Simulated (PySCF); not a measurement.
Compound: selenium hexafluoride, SeF6.
InChI=1S/F6Se/c1-7(2,3,4,5)6

The closed-shell ground state was solved at several levels (PySCF, density fitting, gas phase). Isolated species at its PBE0-D3(BJ)/def2-SVP geometry, gas phase. Relativistic effects, spin–orbit coupling among them, are left out although an element past zinc is present. The dipole stays under 0.02 D at every level.

```tsv
level	basis functions	total energy (Eh)	HOMO (eV)	LUMO (eV)	gap (eV)
PBE0/cc-pVDZ	111	-2999.6519	-12.47	-3.72	8.75
HF/def2-SVPD	179	-2995.5716	-19.00	0.36	19.36
PBE/pcSseg-2	279	-2999.9690	-10.50	-4.92	5.58
PBE0/6-31G*	116	-2999.3467	-12.29	-3.51	8.78
PBE0/STO-3G	48	-2964.1774	-6.10	3.85	9.95
```

Q: Estimate the row for B3LYP/def2-SVPD, a basis of 179 functions; the other rows only guide the guess.

A: Total energy -2999.8154 Eh, HOMO -12.59 eV, LUMO -4.58 eV, gap 8.01 eV.

Q: Over all these levels, which gives the widest orbital gap and which the narrowest?

A: HF/def2-SVPD (Hartree–Fock, all exact exchange) has the widest, 19.36 eV, and PBE/pcSseg-2 (GGA) the narrowest, 5.58 eV. Functional and basis both differ between the two, so the spread mixes both effects. The HOMO need not be the same orbital at Hartree–Fock and at DFT levels.

Q: How much does the basis alone move the frontier levels among the 3 PBE0 rows?

A: The HOMO by 6.37 eV and the LUMO by 7.57 eV. By rising basis size (HOMO, LUMO in eV): STO-3G -6.10, 3.85; cc-pVDZ -12.47, -3.72; 6-31G* -12.29, -3.51.
